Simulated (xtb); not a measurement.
C₄H₁₂GeO₄, charge -1, doublet, at a GFN2-xTB geometry (a state made from the parent by changing its charge; the spin is typed, not shown lowest); GFN2-xTB with ALPB(cs2) in xtb.

The xtb input:
```
$ xtb mol.xyz --gfn 2 --chrg -1 --uhf 1 --alpb cs2 --json

# file mol.xyz
21

C     -2.06491729    -2.04078407    -1.10590485
O     -1.08205652    -1.23177189    -1.61789232
Ge     0.30825601    -0.26860871    -0.30348070
O     -0.32070817     1.56639447    -0.47072555
C     -1.64474074     1.80675814    -0.80174900
O     -0.57514970    -0.78576013     1.35270534
C     -0.13626100    -0.25482545     2.55516056
O      2.24319209     0.21997936     0.47474435
C      2.65288809     1.52843695     0.52704253
H     -3.06333309    -1.63712416    -1.35142985
H     -2.00283432    -2.12280622    -0.01656641
H     -1.99312077    -3.05776868    -1.53015893
H     -2.27284069     1.89487224     0.09667007
H     -2.05970046     1.01124424    -1.42612172
H     -1.70458808     2.75425887    -1.35983278
H      0.93320940    -0.02964032     2.53516187
H     -0.67315663     0.67221652     2.80368968
H     -0.32272937    -0.98769113     3.35574427
H      3.58943185     1.66677209    -0.04142307
H      1.90259872     2.21014971     0.11524923
H      2.83883521     1.83274756     1.57244996
```

What does xtb print? Leave out banner, timings and long lists.


```
   ID    Z sym.   atoms
    1    6 C      1, 5, 7, 9
    2    8 O      2, 4, 6, 8
    3   32 Ge     3
    4    1 H      10-21

           -------------------------------------------------
          |                Calculation Setup                |
           -------------------------------------------------

molecular fragmentation (1/2 indicates fragments):
111111122111111111222
# atoms in fragment 1/2:    16     5
 fragment masses (1/2) :      165.73       31.03
CMA distance (Bohr)    :   5.928
constraining FC (au)   :  0.0500

           -------------------------------------------------
          |                 G F N 2 - x T B                 |
           -------------------------------------------------

      * Solvation model:               ALPB
        Solvent                        cs2
        Parameter file                 internal GFN2-xTB/ALPB
        Dielectric constant                2.6400E+00
        Reference state                gsolv [1 M gas/solution]
        Free energy shift                  4.9805E-03 Eh       3.1253E+00 kcal/mol
        Temperature                        2.9815E+02 K
        Density                            1.2600E+00 kg/L
        Solvent mass                       7.6140E+01 g/mol
        Interaction kernel             P16
        Born radius scaling (c1)           1.3548E+00
        Born radii integrator          GBOBC
        Born offset                        0.0000E+00 a0       0.0000E+00 AA
        H-bond correction              false
        Ion screening                  false
        Surface tension                    1.0000E-05 Eh       1.5569E+01 dyn/cm
        Grid points                               230 per atom

          ...................................................
          :                      SETUP                      :
          :.................................................:
          :  # basis functions                  54          :
          :  # atomic orbitals                  53          :
          :  # shells                           31          :
          :  # electrons                        57          :
          :  max. iterations                   250          :
          :  Hamiltonian                  GFN2-xTB          :
          :  restarted?                      false          :
          :  GBSA solvation                   true          :
          :  PC potential                    false          :
          :  electronic temp.          300.0000000     K    :
          :  accuracy                    1.0000000          :
          :  -> integral cutoff          0.2500000E+02      :
          :  -> integral neglect         0.1000000E-07      :
          :  -> SCF convergence          0.1000000E-05 Eh   :
          :  -> wf. convergence          0.1000000E-03 e    :
          :  Broyden damping             0.4000000          :
          :  net charge                         -1          :
          :  unpaired electrons                  1          :
          ...................................................

 iter      E             dE          RMSdq      gap      omega  full diag
   1    -32.6974417 -0.326974E+02  0.548E+00    3.98       0.0  T
   2    -32.7250163 -0.275746E-01  0.596E+00    6.61       1.0  T
   3    -33.3965217 -0.671505E+00  0.271E+00    5.92       1.0  T
   4    -33.4103346 -0.138129E-01  0.889E-01    5.86       1.0  T
   5    -33.4108330 -0.498371E-03  0.193E-01    5.88       1.0  T
   6    -33.4108896 -0.566375E-04  0.943E-02    5.86       1.0  T
   7    -33.4109209 -0.312913E-04  0.266E-02    5.87       1.0  T
   8    -33.4109229 -0.201350E-05  0.138E-02    5.87       1.6  T
   9    -33.4109237 -0.806846E-06  0.445E-03    5.88       4.9  T
  10    -33.4109237 -0.115572E-08  0.782E-04    5.88      27.9  T
  11    -33.4109237 -0.478564E-08  0.365E-04    5.88      59.8  T

   *** convergence criteria satisfied after 11 iterations ***

         :::::::::::::::::::::::::::::::::::::::::::::::::::::
         ::                     SUMMARY                     ::
         :::::::::::::::::::::::::::::::::::::::::::::::::::::
         :: total energy             -33.183041393250 Eh    ::
         :: total w/o Gsasa/hb       -33.171993621225 Eh    ::
         :: gradient norm              0.011928329954 Eh/a0 ::
         :: HOMO-LUMO gap              5.877323662747 eV    ::
         ::.................................................::
         :: SCC energy               -33.410802221943 Eh    ::
         :: -> isotropic ES            0.202011965458 Eh    ::
         :: -> anisotropic ES          0.000649100133 Eh    ::
         :: -> anisotropic XC          0.000667450493 Eh    ::
         :: -> dispersion             -0.015825314591 Eh    ::
         :: -> Gsolv                  -0.063742640405 Eh    ::
         ::    -> Gelec               -0.052694868380 Eh    ::
         ::    -> Gsasa               -0.016028240047 Eh    ::
         ::    -> Ghb                  0.000000000000 Eh    ::
         ::    -> Gshift               0.004980468022 Eh    ::
         :: repulsion energy           0.227760828693 Eh    ::
         :: add. restraining           0.000000000000 Eh    ::
         :: total charge              -1.000000000000 e     ::
         :::::::::::::::::::::::::::::::::::::::::::::::::::::

           -------------------------------------------------
          |                Property Printout                |
           -------------------------------------------------

    * Orbital Energies and Occupations

         #    Occupation            Energy/Eh            Energy/eV
      -------------------------------------------------------------
         1        2.0000           -0.6009739             -16.3533
       ...           ...                  ...                  ...
        17        2.0000           -0.4398867             -11.9699
        18        2.0000           -0.4373120             -11.8999
        19        2.0000           -0.4362430             -11.8708
        20        2.0000           -0.4361585             -11.8685
        21        2.0000           -0.4078147             -11.0972
        22        2.0000           -0.3465827              -9.4310
        23        2.0000           -0.3464872              -9.4284
        24        2.0000           -0.3388549              -9.2207
        25        2.0000           -0.3282190              -8.9313
        26        2.0000           -0.3258773              -8.8676
        27        2.0000           -0.3238254              -8.8117
        28        2.0000           -0.3221143              -8.7652
        29        1.0000           -0.2657662              -7.2319 (HOMO)
        30                         -0.0497786              -1.3545 (LUMO)
        31                         -0.0040290              -0.1096
        32                          0.0179432               0.4883
        33                          0.1327747               3.6130
        34                          0.1530141               4.1637
        35                          0.1669822               4.5438
        36                          0.1929132               5.2494
        37                          0.2040136               5.5515
        38                          0.2178426               5.9278
        39                          0.2219676               6.0400
        40                          0.2397898               6.5250
       ...                                ...                  ...
        53                          0.9482493              25.8032
      -------------------------------------------------------------
                  HL-Gap            0.2159877 Eh            5.8773 eV
             Fermi-level           -0.2258154 Eh           -6.1447 eV

     #   Z          covCN         q      C6AA      α(0)
     1   6 C        3.625     0.076    19.719     6.398
     2   8 O        1.448    -0.502    23.141     6.483
     3  32 Ge       2.734     0.480   209.001    28.181
     4   8 O        1.594    -0.456    21.993     6.329
     5   6 C        3.648     0.073    19.674     6.373
     6   8 O        1.594    -0.456    21.993     6.329
     7   6 C        3.648     0.073    19.674     6.373
     8   8 O        1.448    -0.502    23.141     6.483
     9   6 C        3.625     0.076    19.719     6.398
    10   1 H        0.923     0.000     3.050     2.731
    11   1 H        0.924     0.029     2.607     2.525
    12   1 H        0.923    -0.002     3.095     2.751
    13   1 H        0.923     0.003     3.005     2.711
    14   1 H        0.924     0.029     2.603     2.523
    15   1 H        0.923     0.009     2.912     2.669
    16   1 H        0.924     0.029     2.603     2.523
    17   1 H        0.923     0.003     3.005     2.711
    18   1 H        0.923     0.009     2.912     2.669
    19   1 H        0.923    -0.002     3.095     2.751
    20   1 H        0.924     0.029     2.607     2.525
    21   1 H        0.923     0.000     3.050     2.731

 Mol. C6AA /au·bohr⁶  :       5034.062625
 Mol. C8AA /au·bohr⁸  :     149089.643799
 Mol. α(0) /au        :        111.165627

Wiberg/Mayer (AO) data.
largest (>0.10) Wiberg bond orders for each atom

 ---------------------------------------------------------------------------
     #   Z sym  total        # sym  WBO       # sym  WBO       # sym  WBO
 ---------------------------------------------------------------------------
     1   6 C    3.975 --     2 O    1.057    12 H    0.973    10 H    0.966
                            11 H    0.965
     2   8 O    1.965 --     1 C    1.057     3 Ge   0.657
     3  32 Ge   3.123 --     4 O    0.865     6 O    0.865     2 O    0.657
                             8 O    0.657
     4   8 O    2.100 --     5 C    1.026     3 Ge   0.865
     5   6 C    3.970 --     4 O    1.026    13 H    0.978    14 H    0.975
                            15 H    0.974
     6   8 O    2.100 --     7 C    1.026     3 Ge   0.865
     7   6 C    3.970 --     6 O    1.026    17 H    0.978    16 H    0.975
                            18 H    0.974
     8   8 O    1.965 --     9 C    1.057     3 Ge   0.657
     9   6 C    3.975 --     8 O    1.057    19 H    0.973    21 H    0.966
                            20 H    0.965
    10   1 H    0.995 --     1 C    0.966
    11   1 H    0.998 --     1 C    0.965
    12   1 H    0.999 --     1 C    0.973
    13   1 H    1.000 --     5 C    0.978
    14   1 H    0.999 --     5 C    0.975
    15   1 H    1.000 --     5 C    0.974
    16   1 H    0.999 --     7 C    0.975
    17   1 H    1.000 --     7 C    0.978
    18   1 H    1.000 --     7 C    0.974
    19   1 H    0.999 --     9 C    0.973
    20   1 H    0.998 --     9 C    0.965
    21   1 H    0.995 --     9 C    0.966
 ---------------------------------------------------------------------------

Topologies differ in total number of bonds
Writing topology from bond orders to xtbtopo.mol

molecular dipole:
                 x           y           z       tot (Debye)
 q only:       -0.334       0.291       0.329
   full:       -0.610       0.532       0.601       2.561
molecular quadrupole (traceless):
                xx          xy          yy          xz          yz          zz
 q only:       -2.305      -2.185       1.824      -3.520      -1.122       0.481
  q+dip:       -2.423      -2.270       1.884      -3.590      -1.239       0.539
   full:       -2.020      -1.487       1.867      -3.101      -1.102       0.154

           -------------------------------------------------
          | TOTAL ENERGY              -33.183041393250 Eh   |
          | GRADIENT NORM               0.011928329954 Eh/α |
          | HOMO-LUMO GAP               5.877323662747 eV   |
           -------------------------------------------------

normal termination of xtb
```
